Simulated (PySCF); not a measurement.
**GaOF: fields on a plane**

Computed with PBE0/[Ga def2-TZVP, O def2-TZVP, F def2-TZVP], no relativity, density fitting, PySCF.

The singlet minimum has Ga–F 1.711 Å, Ga–O 1.642 Å; F–Ga–O 180.0°.

The plane holds Ga1 at (0.00, 0.00), O2 at (1.64, 0.00), F3 at (-1.71, 0.00) Å. Columns run from x = -3.75 to 4.05 Å, rows from y = 2.25 (top) to -1.95 Å, in steps of 0.3 Å. Other isomers or separated fragments may lie lower.

Task: Give the electron density (e/Å³) (cut at 5 e/Å³). Every second row and column.

Result: 
```
0.00 0.00 0.00 0.00 0.00 0.00 0.00 0.00 0.00 0.00 0.00 0.00 0.00 0.00
0.00 0.00 0.00 0.01 0.01 0.01 0.02 0.02 0.02 0.02 0.01 0.00 0.00 0.00
0.00 0.00 0.03 0.14 0.15 0.10 0.17 0.17 0.19 0.23 0.09 0.01 0.00 0.00
0.00 0.01 0.25 3.34 2.36 0.60 5.00 2.21 1.16 3.80 0.78 0.05 0.00 0.00
0.00 0.02 0.42 5.00 5.00 1.07 5.00 5.00 1.95 5.00 1.49 0.07 0.00 0.00
0.00 0.01 0.10 0.67 0.60 0.26 0.83 0.48 0.49 0.91 0.28 0.03 0.00 0.00
0.00 0.00 0.01 0.03 0.04 0.04 0.06 0.06 0.07 0.06 0.03 0.01 0.00 0.00
0.00 0.00 0.00 0.00 0.00 0.00 0.01 0.01 0.01 0.01 0.00 0.00 0.00 0.00
```

Task: Give the electron localisation function (set to 0 where the density is under 0.005 e/Å³). Lower edges of the bins: '0' 0.000, '1' 0.087, '2' 0.175, '3' 0.262, '4' 0.350, '5' 0.437, '6' 0.524, '7' 0.612, '8' 0.699, '9' 0.787; top 0.87.

Result: 
```
000000000000000000000000000
000000000000011111100000000
000000000000123322221000000
000012221111223444443200000
000125654211123466776410000
000257887511221478998520000
000369999713773289999731000
001479618817447184469741000
001479618817447184469741000
000369999713773289999731000
000257887511221478998520000
000125654211123466776410000
000012221111223444443200000
000000000000123322221000000
000000000000011111100000000
```
